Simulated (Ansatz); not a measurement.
Relaxation of AlClH4OSi (8 atoms, charge 0, multiplicity 1), to a largest force component of 0.015 eV/Å in at most 40 steps.

Computed with RKS LDA/def2-SVP (Ansatz).

```xyz
8
Properties=species:S:1:pos:R:3
O -1.808 -0.305 0.646
Si -0.707 0.571 -0.326
Al -1.829 2.461 -1.110
Cl -3.671 2.275 -2.423
H -1.490 -0.225 1.537
H 0.470 0.992 0.449
H -0.262 -0.233 -1.489
H -1.296 3.958 -0.826
```

Question: Where does it end, and by what steps?

Answer: The run converged. The force dipped under the threshold on the way, but the program's further checks kept it going. After 37 steps the energy has fallen by 0.410 eV; H8 moved furthest, 1.20 Å.

```
step  energy less start (eV)  largest force component (eV/Å)  accepted
   0                  0.0000                           1.703       yes
   2                 -0.3331                           0.477       yes
   4                 -0.3499                           0.292       yes
   6                 -0.3775                           0.199       yes
   8                 -0.3963                           0.081       yes
  10                 -0.3981                           0.047       yes
  12                 -0.3991                           0.014       yes
  14                 -0.3998                           0.012       yes
  16                 -0.4003                           0.036       yes
  18                 -0.4014                           0.070       yes
  20                 -0.4024                           0.130       yes
  22                 -0.4048                           0.046       yes
  24                 -0.4035                           0.254        no
  26                 -0.4071                           0.113       yes
  28                 -0.4082                           0.059       yes
  30                 -0.4094                           0.080       yes
  32                 -0.4099                           0.022       yes
  34                 -0.4102                           0.033       yes
  36                 -0.4103                           0.016       yes
  37                 -0.4103                           0.004       yes
```

```xyz
8
Properties=species:S:1:pos:R:3
O -1.903 -0.279 0.454
Si -0.700 0.711 -0.150
Al -1.818 2.555 -1.275
Cl -3.918 2.592 -1.345
H -1.613 -1.073 0.938
H 0.221 1.230 0.940
H 0.220 -0.021 -1.112
H -1.081 3.780 -1.992
```

Whether the end is a true minimum wasn't checked by a vibrational analysis.

The run took 74 s on 1 thread of Arm Neoverse V1, on a shared host, peak memory 0.14 GiB.
